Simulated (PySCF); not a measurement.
C4H2F3P.
Numbering: `[F:1][C:2]([F:3])=[C:4]([F:5])[P:6]1[CH:7]=[CH:8]1`

Definitions: NICS(0) = −σiso at the ring centroid; NICS(1) = −σiso and NICS(1)zz = −σzz at ±1 Å along the ring normal z. Level: GIAO PBE0/pcSseg-1 (PySCF, non-relativistic, gas phase) on the GFN2-xTB geometry, one conformer.

Ring bond lengths (Å), with Mayer bond orders in brackets: P6–C7 1.834 (0.92), C7–C8 1.306 (1.67), C8–P6 1.834 (0.92).

Give the NICS values of each ring in ppm.

```csv
ring,type,NICS(0),"NICS(1), two faces","NICS(1)zz, two faces",rms pucker (Å),"centre to ring atoms, mean (Å)"
P6–C7–C8,"3-membered ring with P; formal bonds 1 double, 2 single",-25.1,-6.9 / -9.7,-17.8 / -21.6,0.00,0.96
```

What can be read from them?

- P6–C7–C8: mean NICS(1)zz -19.7 ppm, shielded. C4, outside the ring, lies 1.66 Å from a NICS(1) probe. The two faces differ by 3.8 ppm, so no symmetry operation interchanges them. NICS(0) lies 17 ppm below the mean NICS(1).

What does the geometric index give? Use HOMA with the parameters of Krygowski (1993).

- P6–C7–C8: HOMA -1.04; the largest term is that of C8–P6, α(R − Ropt)² = 2.21.

What field does 7.05 T along the ring normal induce along that normal at the first NICS(1) probe listed for ring P6–C7–C8, 1 Å off the ring?

NICSzz × B0 = -17.8 ppm × 7.05 T = -125 μT, against the applied field.

What are the shieldings of the ring atoms and their hydrogens in the same run (means over atoms taken as equivalent)?

```csv
atoms,environment,σ isotropic (ppm),"principal values of the symmetric part, first atom (ppm)"
P6,phosphine phosphorus,566.6,"302.0, 319.1, 1078.7"
C7 (×2),alkene CH carbon,56.5,"-87.3, 69.5, 187.1"
H on C7 (×2),vinylic hydrogen,23.38,"20.5, 24.4, 25.2"
```

Conformer computed: `[F:1][C:2]([F:3])=[C:4]([F:5])[P:6]1[CH:7]=[CH:8]1`: C2–C4–P6–C7 -159°.
